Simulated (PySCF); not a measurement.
## Working out the ionisation energy of Ar⁺

Ar⁺ [Ne] 3s2 3p5 (2P) → Ar²⁺ [Ne] 3s2 3p4 (3P). Computed with PySCF 2.14 in def2-TZVPPD (6s6p4d1f, 51 functions), with no relativity, point nucleus. Frozen: 1s2. Energies in hartree (1 hartree = 27.21139 eV):

| part | Ar⁺ (lower) | Ar²⁺ (upper) |
| --- | --- | --- |
| UHF | -526.267638 | -525.298855 |
| CCSD correlation | -0.352800 | -0.317798 |
| (T) | -0.006699 | -0.005404 |

Task: What does Hartree-Fock give?

Result: (-525.298855) − (-526.267638) = 0.968783 hartree = 26.362 eV.

Task: What do CCSD and CCSD(T) give?

Result: The CCSD correlation energies differ by 0.035002 hartree = 0.952 eV and the triples by 0.001295 hartree = 0.035 eV, so CCSD gives 27.314 eV and CCSD(T) 27.349 eV.

A first-order spin-orbit estimate adds -0.006 eV to CCSD(T) (valence and next inner shell), giving 27.343 eV against 27.630 eV (measured; NIST Atomic Spectra Database, ionization energies).

What remains against the reference includes basis incompleteness, the frozen core and higher excitations.
